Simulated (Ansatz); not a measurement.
```yaml
crystal:
  periodic: [false, false, false]
  atoms:
    - {symbol: Au, position_ang: [-1.231521, 0.209876, -0.927400]}
    - {symbol: Au, position_ang: [0.456787, 0.798517, 1.254684]}
    - {symbol: Br, position_ang: [0.774723, -1.008394, -0.327283]}
basis:
  gaussian: {orbitals: def2-mTZVPP}
total_charge: 1
hamiltonian: {xc: {name: PBEsol}, dispersion: d3bj}
kpoints: {mp_grid: {grid: [2, 2, 2]}}
output: {forces: true}
```

```sh
$ ansatz run in.yaml --threads 4 --pin off --events-out ev --progress --plain --max-ram 3916MiB
```

Shortened log:

```
Error: invalid value for `basis.gaussian`: such a run doesn't read kpoints; remove what it names
```

In this input the input holds a key that doesn't belong there. The program refused the input.
